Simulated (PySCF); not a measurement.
BH5O4Ti, multiplicity 1. Atoms are numbered in the order given.

```xyz
11

O      1.3425     0.7458     0.0693
Ti    -0.3165    -0.0369    -0.0270
O     -0.1030    -1.8048    -0.0930
H     -0.1647    -2.5123     0.5598
O     -1.1535     0.5113    -1.5058
H     -1.3984     0.0434    -2.3133
O     -1.2394     0.4044     1.4372
H     -2.0539     0.9105     1.5459
B      2.6607     0.5287     0.2030
H      3.4153     1.4829     0.2245
H      3.0880    -0.6093     0.3008
```
Charge 0, spin multiplicity 1.

Geometry: r2SCAN-D4/def2-SVP. The multiplicity is an assumed one; other spin states were not compared. Other conformers were not sampled.

All values below come from r2SCAN-D4/def2-SVP in PySCF.

Frequencies are harmonic and unscaled.

```csv
mode,ν (cm⁻¹),IR (km/mol),moving atoms (share of kinetic energy)
1,50,0.8,"O 36 %, H 31 %, B 30 %"
2,66,2.1,"O 35 %, B 32 %, H 30 %"
3,137,1.4,"H 83 %, O 11 %"
4,145,100.2,"H 65 %, O 27 %"
5,165,24.8,"H 50 %, O 35 %, Ti 9 %"
6,176,37.0,"O 55 %, H 43 %"
7,185,15.4,"O 55 %, H 37 %"
8,199,5.2,"H 53 %, O 38 %"
9,249,37.4,"O 51 %, H 37 %, Ti 9 %"
10,252,36.5,"O 57 %, H 36 %"
11,293,170.9,"O 56 %, H 38 %"
12,405,101.9,"H 71 %, O 27 %"
13,427,116.3,"H 74 %, O 25 %"
14,441,203.7,"H 70 %, O 29 %"
15,600,124.3,"O 48 %, Ti 26 %, B 18 %"
16,759,205.5,"O 74 %, Ti 19 %"
17,810,192.4,"O 57 %, Ti 36 %"
18,815,199.5,"O 56 %, Ti 37 %"
19,985,55.6,"H 72 %, B 20 %, O 8 %"
20,1053,69.6,"H 71 %, B 28 %"
21,1210,17.4,"H 82 %, O 17 %"
22,1380,580.0,"B 53 %, O 35 %, H 12 %"
23,2486,228.8,H 96 %
24,2572,239.5,"H 88 %, B 12 %"
25,3882,255.8,H 94 %
26,3886,267.6,H 94 %
27,3893,171.6,H 94 %
```
